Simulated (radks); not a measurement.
Results of a calculation; reference values are marked as such.
Task: The table gives one normalised radial function P(r) = r R(r) of Lu27+ in [Kr] 4d8 (r in bohr). Code: a radial shooting solver on a logarithmic mesh with Libxc functionals. Model: scalar-relativistic Kohn-Sham, BLYP, spin-polarised, spherical densities, finite nucleus; open shells are filled with parallel spins first (spin-orbit coupling, left out, can overturn this in heavy ions); Fermi nuclear charge, rms radius 5.37 fm.

| r | P |
|---|---|
| 0.001298 | 0.0000 |
| 0.001663 | 0.0001 |
| 0.002114 | 0.0001 |
| 0.002709 | 0.0003 |
| 0.003444 | 0.0005 |
| 0.004413 | 0.0010 |
| 0.00561 | 0.0019 |
| 0.00719 | 0.0037 |
| 0.00914 | 0.0070 |
| 0.01162 | 0.0132 |
| 0.01489 | 0.0250 |
| 0.01893 | 0.0456 |
| 0.02426 | 0.0831 |
| 0.03083 | 0.1441 |
| 0.03951 | 0.2446 |
| 0.05023 | 0.3883 |
| 0.06437 | 0.5853 |
| 0.08183 | 0.7991 |
| 0.1049 | 0.9764 |
| 0.1333 | 0.9956 |
| 0.1708 | 0.7290 |
| 0.2172 | 0.1397 |
| 0.2783 | -0.6876 |
| 0.3538 | -1.3901 |
| 0.4533 | -1.6569 |
| 0.5763 | -1.3704 |
| 0.7385 | -0.7819 |
| 0.9388 | -0.3039 |
| 1.203 | -0.0697 |
| 1.529 | -0.0091 |

Which n and l does it have? It may be an empty orbital.

Result: n = 4, l = 2: the number of nodes gives n - l - 1 = 1, the rise at small r (about r^(l+1), flatter next to the nucleus through relativity) gives l, and the extent must fit the shell. The curve is that of 4d up; the table hardly tells the two spins apart. 4d up: eigenvalue -1019.6 eV, 1 radial node at r = 0.227 bohr, <r> = 0.473 bohr, 90 % of the charge inside 0.692 bohr.
